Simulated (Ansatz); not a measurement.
Z-matrix (Å, degrees):
```
Ge
B 1 1.968
C 1 2.356 2 38.0
I 1 2.509 2 122.2 3 114.5
H 1 1.539 2 126.8 3 -34.7
H 2 1.185 1 128.4 3 -148.9
H 3 1.091 1 145.3 2 98.0
H 3 1.090 1 81.6 2 -145.7
```

Charge 0, multiplicity 1. I: def2 effective core potential.

Problem. List the B3LYP/def2-TZVPP orbital energies in eV (Ansatz 0.2.0). (An estimate is asked.)

Solution. Ansatz gave: Occupied: -10851.29, -1355.65, -1206.59, -1206.55, -1206.50, -277.14, -186.32, -183.74, -170.14, -132.49, -132.29, -132.26, -120.48, -120.39, -120.24, -52.17, -52.11, -52.08, -51.91, -51.91, -34.00, -33.99, -33.88, -33.83, -33.78, -19.61, -19.08, -14.95, -13.15, -11.80, -10.50, -9.65, -8.35, -8.02, -7.40, -6.80. Lowest empty: -2.10, -1.70, -0.55, 0.75, 1.15, 1.85, 2.25, 2.35.

B3LYP here is the variant with VWN-RPA as its local correlation; programs differ in this.
